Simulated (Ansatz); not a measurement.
The cluster W₃N₃. Total charge 0; doublet. Geometry r2SCAN-D4/def2-SVP; atoms count from 1.

```tsv
atom	x (Å)	y (Å)	z (Å)
W1	-0.910	0.350	0.266
W2	0.037	0.046	2.368
W3	0.561	-1.238	-0.860
N4	-0.211	1.603	-1.215
N5	0.271	-1.259	1.021
N6	0.251	0.499	-1.580
```

In the def2 sets W takes a core potential; there is no spin–orbit coupling. The charge 0 doublet is spin-contaminated (final ⟨S²⟩ up to 2.03, 0.75 for a pure state). No other spin state of charge 0 was run. The geometry of the doublet was relaxed on an unsound state (⟨S²⟩ 1.84, where a pure state has 0.75). Another isomer (doublet) lies 2.53 eV lower at PBE0-D4/def2-TZVP; other spin states weren't run for this one.

Estimate the Mulliken populations from the PBE0/def2-TZVP orbitals of Ansatz.


```
atom  charge (e)  spin (α − β)  d electrons
  W1        0.60         -1.65         4.29
  W2        0.22          2.30         4.52
  W3        0.29          0.87         4.25
  N4       -0.39         -0.07            –
  N5       -0.55         -0.28            –
  N6       -0.17         -0.18            –
```
Mulliken values and Mayer orders depend strongly on the basis.

Where does the spin sit?

Summed by element: W 1.53, N -0.53, of 1 unpaired in all. Largest on single atoms: W2 2.30, W1 -1.65, W3 0.87.

And the Mayer bond orders between bonded heavy atoms (over 0.3)?

W1–W2 2.26 (2.32 Å); W1–W3 1.40 (2.44 Å); W1–N4 0.94 (2.06 Å); W1–N5 0.46 (2.13 Å); W1–N6 0.31 (2.19 Å); W2–W3 0.46 (3.51 Å); W2–N5 1.33 (1.89 Å); W3–N5 1.34 (1.90 Å); W3–N6 1.32 (1.91 Å); N4–N6 1.47 (1.25 Å).
